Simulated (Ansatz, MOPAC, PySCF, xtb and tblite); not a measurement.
Relaxed torsion scan: SMILES c1ccc(cc1C=C)C#N. Scanned: dihedral C1–C2–C3–C4; all other coordinates were relaxed at B3LYP-D3(BJ)/def2-SVP. Points at φ and −φ are mirror images. Heavy atoms are numbered in the order of the SMILES C=Cc1cccc(C#N)c1, hydrogens after them in the order of the atoms that carry them; the mirror image has the same energies with the sign of each dihedral reversed.

Methods: GFN2-xTB, on its own relaxed geometries (the stored frames are those of B3LYP-D3(BJ)/def2-SVP) (xtb and tblite); AM1, restricted, heats of formation // B3LYP-D3(BJ)/def2-SVP (MOPAC); RKS-B3LYP/LANL2DZ = restricted B3LYP/LANL2DZ, density fitting // B3LYP-D3(BJ)/def2-SVP (PySCF); CCSD(T)/cc-pVDZ = CCSD(T) on RHF/cc-pVDZ, frozen core // B3LYP-D3(BJ)/def2-SVP (Ansatz, a first-principles code).

Energies relative to the lowest point of each profile, in mEh; the last columns give the difference from CCSD(T):

```csv
φ / °,GFN2-xTB,AM1,RKS-B3LYP/LANL2DZ,CCSD(T)/cc-pVDZ,GFN2-xTB − CCSD(T)/cc-pVDZ,AM1 − CCSD(T)/cc-pVDZ,RKS-B3LYP/LANL2DZ − CCSD(T)/cc-pVDZ
-165,0.0,0.0,0.0,0.0,0.0,0.0,0.0
-135,1.2,0.7,2.6,1.0,0.2,-0.3,1.6
-105,4.3,2.4,7.0,4.0,0.3,-1.6,3.0
-75,4.4,2.3,7.0,4.0,0.3,-1.7,3.0
-45,1.3,0.7,2.6,1.1,0.2,-0.4,1.5
-15,0.1,0.0,0.0,0.0,0.0,0.0,0.0
15,0.1,0.0,0.0,0.0,0.0,0.0,0.0
45,1.3,0.7,2.6,1.1,0.2,-0.4,1.5
75,4.4,2.3,7.0,4.0,0.3,-1.7,3.0
105,4.3,2.4,7.0,4.0,0.3,-1.6,3.0
135,1.2,0.7,2.6,1.0,0.2,-0.3,1.6
165,0.0,0.0,0.0,0.0,0.0,0.0,0.0
```

GFN2-xTB is furthest from CCSD(T)/cc-pVDZ at -75 (0.3 mEh, above); its mean absolute difference over the points is 0.2 mEh.

AM1 is furthest from CCSD(T)/cc-pVDZ at -75 (-1.7 mEh, below); its mean absolute difference over the points is 0.7 mEh.

RKS-B3LYP/LANL2DZ is furthest from CCSD(T)/cc-pVDZ at -105 (3.0 mEh, above); its mean absolute difference over the points is 1.5 mEh.
